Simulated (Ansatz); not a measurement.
Ideal-gas functions of C2H4BN, SMILES `BC#CN` at 600 K and 1 bar, from an Ansatz frequency run at PBE0-D4/def2-TZVP.

Molar mass 52.87 g/mol, point group C2v (symmetry number 2), electronic degeneracy 1, moments of inertia 3.654, 133.63, 137.284 u Å². Harmonic wavenumbers (cm⁻¹, unscaled): 163, 197, 239, 364, 534, 546, 798, 856, 965, 1150, 1186, 1414, 1642, 2231, 2580, 2653, 3594, 3696.

Use S(trans) = R[1.5 ln M + 2.5 ln T − 1.1517]; rotational temperatures θ = 24.2544 K / I; S(rot) = R[ln(√π/σ · √(T³/θAθBθC)) + 1.5]; for each mode x = 1.438777 ν̃/T, S = R[x/(eˣ − 1) − ln(1 − e⁻ˣ)] and H = RT x/(eˣ − 1); 1 cm⁻¹ = 0.0119627 kJ/mol; R = 8.31446 J/(mol·K).

By hand: the entropy, in J/(mol·K).

Translation 172.9. Rotation: θ = 6.6378, 0.1815, 0.1767 K, giving 97.7. Vibration, mode by mode: 16.18, 14.63, 13.06, 9.70, 6.80, 6.64, 4.08, 3.66, 2.98, 2.10, 1.96, 1.27, 0.81, 0.25, 0.12, 0.11, 0.01, 0.01, in all 84.4. Electronic 0.0. Sum 355.0 J/(mol·K).

By hand: H − E and G − E in kJ/mol, counted from the electronic energy.

Zero-point energy ½ × 24808 × 0.0119627 = 148.4; thermal vibration 27.1; translation, rotation and pV give 4 RT = 20.0. H − E = 195.5 kJ/mol, and G − E = 195.5 − 600 × 355.0/1000 = -17.5 kJ/mol.

Vibration gives 24 % of the entropy. The sum counts one conformer and one mirror image; others add a mixing term.
